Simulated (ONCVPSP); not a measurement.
# Which change was made? (Cr, ONCV)

* Element: Cr (Z = 24)
* Generator: ONCVPSP 4.0.1
* Type: optimised norm-conserving Vanderbilt (ONCV)
* Functional: revPBE
* Relativity: fully relativistic
* Frozen core: [Ne]
* Valence charge: 14
* Reference configuration: 3s2 3p6 3d4.5 (charge +1.5)
* Partial waves: 3s: rc 1.35 bohr, ncon 4, nbas 9, qcut 7.7 1/bohr, 1 projector; 3p: rc 1.45 bohr, ncon 4, nbas 8, qcut 10.8 1/bohr, 2 projectors, debl 0.5 Ha; 3d: rc 1.40 bohr, ncon 4, nbas 9, qcut 12.1 1/bohr, 2 projectors, debl 2.8 Ha
* Local potential: polynomial inside 1.00 bohr (lpopt 5, dvloc0 1 Ha)
* Core correction: polynomial model core, fcfact 0.6

Open shells are filled in proportion to 2j + 1.

In the p channel the program set the typed energies aside and used -2.153, 0.250 Ha (j = l + 1/2; the other j can differ).

Cutoffs, loose and tight: the cutoffs (Ha) at which the residual kinetic energy of the hardest occupied pseudo-wave falls to 1 and 0.1 mHa per electron. They do not see the model core or the augmentation charge, which bear on the density cutoff. Test errors are all-electron minus pseudo excitation energies from the reference, over the configurations 3s2 3p6 3d5 4s1; 3s2 3p6 3d5; 3s2 3p6 3d4; 3s2 3p6 3d4 4s1 4p1; variants that change the core or the reference have their own tests.

The base gives: outcome: generated, projector energies reset by the program; cutoff, loose: 51 Ha; cutoff, tight: 58 Ha; bound ghosts: none; GHOST(+) flags above zero: none; largest test error (meV): +329.

**Question.** After one change the result is: outcome: generated, projector energies reset by the program; cutoff, loose: 44 Ha; cutoff, tight: 57 Ha; bound ghosts: none; GHOST(+) flags above zero: none; largest test error (meV): +419. Which change was it?
A. s: qcut 11.3; p: qcut 15.9; d: qcut 17.8
B. s: qcut 10.2; p: qcut 14.3; d: qcut 16.1
C. s: qcut 9.1; p: qcut 12.7; d: qcut 14.2
D. s: qcut 6.8; p: qcut 9.5; d: qcut 10.6

**Answer.** D. The others give: s: qcut 10.2; p: qcut 14.3; d: qcut 16.1 → outcome: generated, projector energies reset by the program; cutoff, loose: 55 Ha; cutoff, tight: 63 Ha; bound ghosts: none; GHOST(+) flags above zero: none; largest test error (meV): +171 | s: qcut 11.3; p: qcut 15.9; d: qcut 17.8 → outcome: failed: ERROR pspot: first pseudo wave function has node, program will stop | s: qcut 9.1; p: qcut 12.7; d: qcut 14.2 → outcome: generated, projector energies reset by the program; cutoff, loose: 60 Ha; cutoff, tight: 69 Ha; bound ghosts: none; GHOST(+) flags above zero: none; largest test error (meV): +227.
